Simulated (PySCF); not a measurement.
The numbers below are computed, except where a source is named.
Si2BH5F

Si2BH5F is a small molecule (built as: Si site whose three back bonds go to F, H, BHSiH3), neutral, doublet. The structure, one conformer, was relaxed in the gas phase by PBE0-D3(BJ)/def2-SVP. No frequency run checks that it is a minimum.

SMILES: F[SiH]B[SiH3]

Coordinates in Å:
```
Si1    -0.527    0.025    1.801
F2     -0.250    1.594    2.096
B3     -0.227   -0.780    0.114
Si4     0.479    0.217   -1.473
H5     -1.030   -0.537    3.084
H6     -0.476   -1.963    0.087
H7      0.289    1.698   -1.369
H8     -0.166   -0.243   -2.744
H9      1.953   -0.033   -1.606
```

EPR values by unrestricted B3LYP, IGLO-III on B F Si, pcH-1 on H.

Problem. Predict g and the largest hyperfine couplings. Where does the spin sit?

Solution. g = 2.0014, 2.0022, 2.0036. The spin sits on Si1 (65 %, bonded to 1 B + 1 F + 1 H), B3 (38 %, bonded to 2 Si + 1 H) by Mulliken populations.
```
atom  isotope  isotropic (MHz)  dipolar, principal values (MHz)
  F2      19F             45.1              -76.6, -73.4, 149.9
 Si1     29Si            -52.4               -113.1, 55.4, 57.7
  B3      11B              8.7               -19.4, -18.3, 37.7
  H9       1H             41.2                  -1.7, -0.9, 2.7
  H6       1H            -24.2                  -10.1, 0.2, 9.9
  H5       1H            -26.3                   -7.8, 0.6, 7.2
```

Problem. How do the isotropic couplings move with BHandHLYP?

Solution. F2 45.1 to 69.5 MHz, Si1 -52.4 to -71.6 MHz, B3 8.7 to 0.9 MHz, H9 41.2 to 35.3 MHz.
